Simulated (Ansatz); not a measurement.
Ideal-gas functions of FH₄InSi (`F[SiH2][InH2]`) at 500 K and 1 bar, from an Ansatz frequency run at PBE0-D4/def2-TZVP.

Molar mass 165.93 g/mol, point group Cs (symmetry number 1), electronic degeneracy 1, moments of inertia 30.946, 304.73, 329.872 u Å². Harmonic wavenumbers (cm⁻¹, unscaled): 78, 134, 269, 345, 346, 521, 604, 742, 842, 871, 935, 1799, 1812, 2195, 2203.

Use S(trans) = R[1.5 ln M + 2.5 ln T − 1.1517]; rotational temperatures θ = 24.2544 K / I; S(rot) = R[ln(√π/σ · √(T³/θAθBθC)) + 1.5]; for each mode x = 1.438777 ν̃/T, S = R[x/(eˣ − 1) − ln(1 − e⁻ˣ)] and H = RT x/(eˣ − 1); 1 cm⁻¹ = 0.0119627 kJ/mol; R = 8.31446 J/(mol·K).

Q: By hand: the entropy, in J/(mol·K).

A: Translation 183.4. Rotation: θ = 0.7838, 0.0796, 0.0735 K, giving 117.1. Vibration, mode by mode: 20.75, 16.29, 10.65, 8.71, 8.69, 5.68, 4.69, 3.43, 2.73, 2.56, 2.21, 0.29, 0.28, 0.11, 0.11, in all 87.2. Electronic 0.0. Sum 387.7 J/(mol·K).

Q: By hand: H − E and G − E in kJ/mol, counted from the electronic energy.

A: Zero-point energy ½ × 13696 × 0.0119627 = 81.9; thermal vibration 22.3; translation, rotation and pV give 4 RT = 16.6. H − E = 120.8 kJ/mol, and G − E = 120.8 − 500 × 387.7/1000 = -73.0 kJ/mol.

Vibration gives 22 % of the entropy, 37.0 J/(mol·K) of it from the modes under 150 cm⁻¹: soft modes count most, and the harmonic formula is weakest for them.
